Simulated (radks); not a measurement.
Question: Hg+, 79 electrons, occupied as [Xe] 4f14 5d10 6s0.5 6p0.5 (fractional occupations, a model configuration). All-electron calculation, scalar-relativistic Kohn-Sham, r2SCAN, spin-polarised, spherical densities, finite nucleus; open shells are filled with parallel spins first (spin-orbit coupling, left out, can overturn this in heavy ions); meta-GGA in the generalised Kohn-Sham scheme; Fermi nuclear charge, rms radius 5.4648 fm. Program: a radial shooting solver on a logarithmic mesh with Libxc functionals. Some entries of the table are withheld. Estimate them.

orbital,occ.,eigenvalue (hartree),r(max) (bohr)
1s up,1,-3059.374,0.01022
1s down,1,-3059.373,0.01022
2s down,1,-543.5968,0.05913
2s up,1,-543.5966,0.05913
2p down,3,-468.8040,0.04906
2p up,3,-468.8039,0.04906
3s up,1,-129.6918,0.1666
3s down,1,-129.6915,0.1666
3p up,3,-107.9868,0.1662
3p down,3,-107.9865,0.1662
3d up,5,-85.07953,0.1356
3d down,5,-85.07942,0.1356
4s up,1,-29.04558,0.3757
4s down,1,-29.04500,0.3757
4p up,3,-21.89889,0.3956
4p down,3,-21.89820,0.3956
4d up,5,-13.36815,0.4028
4d down,5,-13.36734,0.4028
5s up,1,-4.79698,0.8288
5s down,1,-4.79642,0.8290
4f up,7,-3.92940,0.3676
4f down,7,-3.92854,0.3676
5p up,3,-2.88079,0.9287
5p down,3,-2.88037,0.9289
5d up,5,-0.74244,1.160
5d down,5,-0.73218,1.157
6s up,0.5,(1),(2)
6s down,0,(3),(4)
6p up,0.5,-0.29646,2.838
6p down,0,-0.24912,2.867

Answer: 
(1) 6s up eigenvalue (hartree): -0.57948
(2) 6s up r(max) (bohr): 2.138
(3) 6s down eigenvalue (hartree): -0.53219
(4) 6s down r(max) (bohr): 2.114
